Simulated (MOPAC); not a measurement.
MOPAC input (AM1):

```
AM1 1SCF UHF MS=0.5 GEO-OK AUX(PRECISION=9) THREADS=1
FSr

Sr   -0.00000000 1   -0.00000000 1   -0.38660307 1
F     0.00000000 1    0.00000000 1    1.63232406 1
```

Output:

```
 *******************************************************************************
 **                                                                           **
 **                              MOPAC v23.2.5                                **
 **                                                                           **
 *******************************************************************************
 ** MOPAC's Digital Object Identifier: https://doi.org/10.5281/zenodo.6511958 **
 **                                                                           **
 ** Please cite the open-source release paper for use of this MOPAC version:  **
 ** J. E. Moussa and J. J. P. Stewart (2026)                                  **
 ** MOPAC: An open-source semiempirical molecular orbital program             **
 ** J. Open Source Softw., 11(119), 8025, https://doi.org/10.21105/joss.08025 **
 *******************************************************************************

                              AM1 CALCULATION RESULTS

 *******************************************************************************
 *  AM1        - The AM1 Hamiltonian to be used
 *  GEO-OK     - OVERRIDE INTERATOMIC DISTANCE AND OTHER SAFETY CHECKS
 *  UHF        - UNRESTRICTED HARTREE-FOCK CALCULATION
 *  MS=        - IN MECI, MAGNETIC COMPONENT OF SPIN =  0.5
 *  1SCF       - DO 1 SCF AND THEN STOP
 *  AUX        - OUTPUT AUXILIARY INFORMATION
 *******************************************************************************
AM1 1SCF UHF MS=0.5 GEO-OK AUX(PRECISION=9) THREADS=1
 FSr

   ATOM   CHEMICAL          X               Y               Z
  NUMBER   SYMBOL      (ANGSTROMS)     (ANGSTROMS)     (ANGSTROMS)

     1      Sr         -0.00000000  *  -0.00000000  *  -0.38660307  *
     2       F          0.00000000  *   0.00000000  *   1.63232406  *

          CARTESIAN COORDINATES

    NO.       ATOM           X           Y           Z

     1        Sr         -0.0000     -0.0000     -0.3866
     2         F          0.0000      0.0000      1.6323

  F: (AM1): M.J.S. DEWAR AND E. G. ZOEBISCH, THEOCHEM, 180, 1 (1988).
 Sr: (AM1): J. J. P. STEWART, J. MOL. MOD., 10, 155-164 (2004)

           Empirical Formula: Sr F  =     2 atoms

      MOLECULAR POINT GROUP   :   C*v

          UHF CALCULATION, NO. OF ALPHA ELECTRONS =    5
                           NO. OF BETA  ELECTRONS =    4

 -------------------------------------------------------------------------------
 AM1 1SCF UHF MS=0.5 GEO-OK AUX(PRECISION=9) THREADS=1
 FSr

     1SCF WAS SPECIFIED, SO BFGS WAS NOT USED
     SCF FIELD WAS ACHIEVED

                              AM1 CALCULATION
                                                       MOPAC v23.2.5 Linux

          FINAL HEAT OF FORMATION =        -69.58846 KCAL/MOL =    -291.15810 KJ/MOL

          COSMO AREA              =        151.17 SQUARE ANGSTROMS
          COSMO VOLUME            =        173.09 CUBIC ANGSTROMS

          IONIZATION POTENTIAL    =          6.306964 EV
          ALPHA SOMO LUMO (EV)    =         -6.307  0.094
          BETA  SOMO LUMO (EV)    =        -11.406 -0.939
          NO. OF ALPHA ELECTRONS  =          5
          NO. OF BETA  ELECTRONS  =          4
          MOLECULAR WEIGHT        =        106.6184         POINT GROUP:  C*v

          MOLECULAR DIMENSIONS (Angstroms)

            Atom       Atom       Distance
            F     2   Sr     1     2.01893
            F     2   Sr     1     0.00000
           Sr     1    F     2     0.00000

          SCF CALCULATIONS        =          1

   ATOM   CHEMICAL          X               Y               Z
  NUMBER   SYMBOL      (ANGSTROMS)     (ANGSTROMS)     (ANGSTROMS)

     1      Sr         -0.00000000  *  -0.00000000  *  -0.38660307  *
     2       F          0.00000000  *   0.00000000  *   1.63232406  *

                             CARTESIAN COORDINATES

   1   Sr       -0.000000000    -0.000000000    -0.386603070
   2    F        0.000000000     0.000000000     1.632324060

           Empirical Formula: Sr F  =     2 atoms

      MOLECULAR POINT GROUP   :   C*v

          ALPHA EIGENVALUES
 -43.52614 -11.81398 -11.34480 -11.34480  -6.30696   0.09421   0.09421   3.45618

           BETA EIGENVALUES
 -43.52041 -11.68698 -11.40615 -11.40615  -0.93938   0.62508   0.62508   3.78277

              NET ATOMIC CHARGES AND DIPOLE CONTRIBUTIONS

  ATOM NO.   TYPE          CHARGE      No. of ELECS.   s-Pop       p-Pop
    1         Sr           0.508187        1.4918     0.89413     0.59769
    2          F          -0.508187        7.5082     1.88613     5.62205
 DIPOLE           X         Y         Z       TOTAL
 POINT-CHG.     0.000     0.000    -4.928     4.928
 HYBRID         0.000    -0.000     2.517     2.517
 SUM            0.000    -0.000    -2.411     2.411

          ATOMIC ORBITAL ELECTRON POPULATIONS

     Atom    s        px        py        pz
    1 Sr   0.89413   0.09333   0.09333   0.41103
    2  F   1.88613   1.90667   1.90667   1.80871

                    (SZ)    =    0.500000
                    (S**2)  =    0.750799

          ATOMIC ORBITAL SPIN POPULATIONS

    Atom   Total    s     px     py     pz
         Atomic
    1 Sr  1.0004  0.744  0.008  0.008  0.240
    2  F -0.0004 -0.000 -0.008 -0.008  0.016

 **********************
 *                    *
 * JOB ENDED NORMALLY *
 *                    *
 **********************

 == MOPAC DONE ==
```
